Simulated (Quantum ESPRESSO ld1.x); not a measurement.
The numbers below are computed, except where a source is named.
Question: Species: Ar1.25+. Configuration: [He] 2s2 2p(up 3, down 2.75) 3s2 3p5 (fractional occupations, a model configuration). Level of theory: scalar-relativistic Kohn-Sham, LDA (Slater exchange, VWN5 correlation), spin-polarised, spherical densities, point nucleus; open shells are filled with parallel spins first (ld1.x of Quantum ESPRESSO 7.5). Some entries of the table are withheld. Estimate them.

orbital,occ.,eigenvalue (hartree),<r> (bohr),r(max) (bohr)
1s up,1,-115.362,0.08594,0.05621
1s down,1,-115.329,0.08592,0.05620
2s up,1,-11.7718,0.4134,0.3384
2s down,1,-11.7270,0.4136,0.3386
2p up,3,(1),0.3742,0.2792
2p down,2.75,(2),0.3746,0.2795
3s up,1,-1.51881,(3),1.145
3s down,1,-1.47627,(4),1.147
3p up,3,-0.97646,(5),1.227
3p down,2,-0.93724,(6),1.233

Answer: 
(1) 2p up eigenvalue (hartree): -9.37048
(2) 2p down eigenvalue (hartree): -9.31845
(3) 3s up <r> (bohr): 1.341
(4) 3s down <r> (bohr): 1.348
(5) 3p up <r> (bohr): 1.497
(6) 3p down <r> (bohr): 1.512
